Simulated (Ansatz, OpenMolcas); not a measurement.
Heat of formation of CHBrF2 (bromodifluoromethane) from total energies

The species is CHBrF2 (5 atoms), meant as a singlet with charge 0. SMILES: `FC(F)Br`. Geometry: relaxed at PBE0-D4/def2-TZVP.

```jsonl
{"atom": "F", "x (Å)": "0.1743", "y (Å)": "-0.6239", "z (Å)": "1.2011"}
{"atom": "C", "x (Å)": "0.1418", "y (Å)": "0.0192", "z (Å)": "0.0350"}
{"atom": "F", "x (Å)": "0.7079", "y (Å)": "-0.7538", "z (Å)": "-0.8905"}
{"atom": "Br", "x (Å)": "-1.6954", "y (Å)": "0.3897", "z (Å)": "-0.4567"}
{"atom": "H", "x (Å)": "0.6714", "y (Å)": "0.9687", "z (Å)": "0.1111"}
```

Total energies at SVWN5/aug-cc-pVDZ (OpenMolcas 26.06); the atoms run unrestricted:

```tsv
species	state	energy (Eh)
CHBrF2	singlet	-2807.389726
F	doublet	-99.074778
C	triplet	-37.460433
Br	doublet	-2570.522002
H	doublet	-0.478010
```

Harmonic wavenumbers at PBE0-D4/def2-TZVP, in cm⁻¹: 316, 324, 590, 720, 1136, 1168, 1298, 1370, 3141.

Measured heats of formation of the gaseous atoms at 298.15 K, in kJ/mol: F 79.4, C 716.9, Br 111.9, H 218.0. Spin-orbit lowering of the atoms at 298 K (mean of the ground term's levels less their thermal mean, from spectra), in kJ/mol: F 1.29, C 0.02, Br 14.69. Take 1 Eh = 2625.50 kJ/mol, 1 cm⁻¹ = 0.0119627 kJ/mol, RT = 2.479 kJ/mol.

Question: Work out the heat of formation of the gas at 298 K.

Answer: 
1. Electronic atomisation energy: 2 × (-99.074778) + (-37.460433) + (-2570.522002) + (-0.478010) − (-2807.389726) = 0.779725 Eh = 2047.2 kJ/mol.
2. Zero-point energy: half the sum of the wavenumbers, 5031.5 cm⁻¹ = 60.2 kJ/mol.
3. Thermal vibrational enthalpy, Σ hcν̃/(exp(hcν̃/kT) − 1): 2.9 kJ/mol. Translation, rotation and pV of a non-linear molecule: 4 RT = 9.9 kJ/mol.
4. The 5 free atoms carry 5/2 RT each: 31.0 kJ/mol.
5. Spin-orbit coupling lowers the free atoms by 2 × 1.29 + 0.02 + 14.69 = 17.3 kJ/mol.
6. Atomisation enthalpy at 298 K: 2047.2 − 17.3 − 60.2 − 2.9 − 9.9 + 31.0 = 1987.9 kJ/mol.
7. Sum of the atoms' heats of formation: 1205.6 kJ/mol. Heat of formation: 1205.6 − 1987.9 = -782.3 kJ/mol.

The tabulated value is -424.2 kJ/mol (Active Thermochemical Tables), so this level is off by -358.1 kJ/mol, or 22.0 % of the atomisation enthalpy. The LDA overbinds, which puts heats of formation too low. Relativity is left out. Anharmonicity and any spin-orbit splitting of the molecule are left out.
